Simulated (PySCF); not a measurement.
Compound: C₃H₁₃OPSi₂.
Z-matrix (Å and degrees, PBE0-D3(BJ)/def2-SVP geometry), rows numbered from 1:
```
C 
C   1  1.5271
C   2  1.5276  1  112.23
Si  2  1.8864  1  112.20  3   125.69
P   4  2.2679  2  109.28  1   -66.49
O   4  1.6650  2  109.97  1    57.69
Si  6  1.6543  4  147.19  2   -81.74
H   1  1.1015  2  112.12  3   178.05
H   1  1.1030  2  111.51  3   -61.14
H   1  1.1028  2  111.05  3    58.06
H   2  1.1069  1  108.30  3  -119.89
H   3  1.1028  2  111.03  1   -57.67
H   3  1.1027  2  111.32  1    61.78
H   3  1.1016  2  112.17  1  -177.93
H   4  1.4933  2  110.27  1   175.83
H   5  1.4300  4   93.61  2    75.52
H   5  1.4288  4   93.24  2   169.36
H   7  1.4940  6  110.04  4    92.65
H   7  1.4906  6  109.02  4  -147.65
H   7  1.4956  6  110.51  4   -27.41
```

A calculation gives these core lines: C 1s: 290.14 (area 1), 290.58 (area 1), 290.63 (area 1) eV; O 1s: 537.62 eV; Si 1s: 1846.79 (area 1), 1847.42 (area 1) eV; Si 2p3/2: 106.88 (area 1), 107.49 (area 1) eV; P 1s: 2149.58 eV; P 2p3/2: 136.05 eV.

Method: PySCF 2.14.0, delta-SCF UKS SCAN, pcX-2 on the ionised atom, pcseg-1 elsewhere, spin-free X2C. Geometry: PBE0-D3(BJ)/def2-SVP, one conformer, isolated molecule.

Problem. Order the silicon atoms by Si 1s binding energy.

Solution. 1846.79 eV: Si4 (oxygen-bound silicon); 1847.42 eV: Si7 (oxygen-bound silicon). Lowest listed Si 1s: Si4, bonded to O, C, H and P. Highest, 0.63 eV above it: Si7, bonded to O and 3 H. Summing the Pauling electronegativity differences to the bonded atoms, each weighted by its formal bond order, gives +2.78 for the lowest site and +2.44 for the highest; the largest sum, +2.78, belongs to Si4, 0.63 eV below the top. The smallest sum, +2.44, belongs to Si7, 0.63 eV above the lowest.

Problem. Assign the Si 2p3/2 lines to atoms.

Solution. 106.88 eV: Si4 (oxygen-bound silicon); 107.49 eV: Si7 (oxygen-bound silicon). The listed Si 2p3/2 values span 0.61 eV, from Si4 (bonded to O, C, H and P) to Si7 (bonded to O and 3 H). Summing the Pauling electronegativity differences to the bonded atoms, each weighted by its formal bond order, gives +2.78 for the lowest site and +2.44 for the highest; the largest sum, +2.78, belongs to Si4, 0.61 eV below the top. The smallest sum, +2.44, belongs to Si7, 0.61 eV above the lowest.

Bonded neighbours of each site: C1: C and 3 H; C2: 2 C, H and Si; C3: C and 3 H; Si4: O, C, H and P; P5: 2 H and Si; O6: 2 Si; Si7: O and 3 H.

Problem. What is the longest wavelength that can ionise C 1s of C2 vertically?

Solution. λ = hc/E = 12398.42 eV Å / 290.14 eV = 42.733 Å.

The 2p values aren't plain energy differences: one relaxed spin-free 2p hole is combined with a matrix within the shell (ground-state 2p orbital-energy differences and spin–orbit coupling). 2p3/2, the mean of its two sublevels, lies a third of the splitting below the shell's mean and 2p1/2 two thirds above it; the statistical areas are 2:1. 2p1/2 minus 2p3/2 (ligand field included): Si 0.63 eV, P 0.89 eV.
